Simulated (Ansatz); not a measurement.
## Energy profile

The step: Si₂H₆O ([SiH3][O][SiH3]) + H₂S → Si₂H₆SO ([SiH3][O][SiH2][SH]) + H₂; bonds formed: Si1–S8, H2–H7; bonds broken: Si1–H2, H7–S8 (atoms numbered as in the saddle structure below).

Si1  (0.760, 0.580, 0.089)
H2  (0.956, -0.762, -0.973)
O3  (-0.778, 0.586, -0.525)
Si4  (-2.275, -0.028, -0.271)
H5  (0.492, 0.343, 1.522)
H6  (1.329, 1.786, -0.529)
H7  (1.793, -0.699, -0.586)
S8  (3.095, -0.087, 0.499)
H9  (-2.518, -0.209, 1.185)
H10  (-2.399, -1.347, -0.946)
H11  (-3.275, 0.913, -0.831)
H12  (2.820, -1.076, 1.366)
(Å)

Electronic energies by CCSD(T) at an estimated basis limit (MP2 extrapolated from triple and quadruple zeta, plus CCSD(T) − MP2 in triple zeta), on PBE0-D4/def2-TZVP structures; Si2H8SO, singlet; no counterpoise correction. Computed with Ansatz 0.2.0 (basis: def2-TZVPP and def2-QZVPP); correlated methods freeze the cores. Extrapolation: Hartree–Fock as exp(−7.88 √X), correlation as X^−2.97.

Question: Give the profile in kcal/mol, counted from the separated reactants. (An estimate is asked for; the value comes from the calculation.)

Answer: Computed:
```tsv
point	kcal/mol
separated: Si2H6O (linked as [SiH3][O][SiH3]; Si1, H2, O3, Si4, H5, H6, H9, H10, H11; singlet) + H2S (H7, S8, H12; singlet)	0.00
start structure	-2.07
saddle	42.86
end structure	-12.86
separated: Si2H6SO (linked as [SiH3][O][SiH2][SH]; Si1, O3, Si4, H5, H6, S8, H9, H10, H11, H12; singlet) + H2 (H2, H7; singlet)	-12.22
```

No T1 diagnostic of these runs exceeds 0.013.

For scale, one of the runs: CCSD(T)/def2-TZVPP, 269 basis functions, launched by `ansatz run in.yaml --threads 4 --pin off --events-out ev --progress --plain --max-ram 9574MiB`. Time: 2.5 min of wall clock on 4 CPU threads of an Arm Neoverse V2; the host was shared. Peak host memory: 6.3 GiB.
